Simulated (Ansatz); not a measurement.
Cost and result up the ladder for Pb2O3 (5 atoms). Total charge 0; singlet. Geometry: PBE-D4/def2-SVP.

Cartesian coordinates in Å:
```
Pb 0.1618 -0.0286 0.8850
Pb -0.4173 0.0608 -2.3004
O -1.4826 -0.3353 -0.4591
O 1.2370 0.3430 -0.9344
O 0.5011 -0.0399 2.8089
```

Ansatz on 4 threads of Arm Neoverse V2 on a shared host. Times are rough, and most runs start from the orbitals of an earlier one. No level here is sound enough to serve as a yardstick. Binding counts from free atoms at the same level (Pb triplet, O triplet; other spins of the atoms weren't run), without zero-point energy or a counterpoise term.

In the def2 sets Pb takes a core potential; there is no spin–orbit coupling. Correlated methods freeze 11 core orbitals; core or outer-core shells of Pb are correlated, in sets that lack core-valence functions. Another isomer (singlet) lies 1.17 eV lower at PBE0-D4/def2-TZVP; other spin states weren't run for this one.

Run but left out: BHLYP-D4/def2-TZVP (restricted singlet, unstable in another Hartree–Fock run and untested here).

Correlated methods converge slowly with the basis.

```tsv
level	functions	wall time	binding energy per atom (eV)	remarks
PBE-D4/def2-SVP	94	0.7 s	3.13	restricted SCF unstable in HF
LDA (SPW92)/def2-TZVP	193	0.9 s	3.89	restricted SCF unstable in HF
PBE0-D4/def2-SVP	94	1 s	2.63	restricted SCF unstable in HF
BLYP-D4/def2-TZVP	193	1.6 s	3.17	restricted SCF unstable in HF
PBE-D4/def2-TZVP (with forces)	193	1.8 s	3.25	restricted SCF unstable in HF
PBE0-D4/def2-TZVP	193	2.6 s	2.77	restricted SCF unstable in HF
r2SCAN-D4/def2-TZVP	193	2.9 s	2.95	restricted SCF unstable in HF
MP2/def2-TZVP	193	3.4 s	3.01	restricted SCF unstable
CCSD(T)/def2-TZVPP	193	1.9 min	2.76	large T1 (0.030), restricted SCF unstable
```
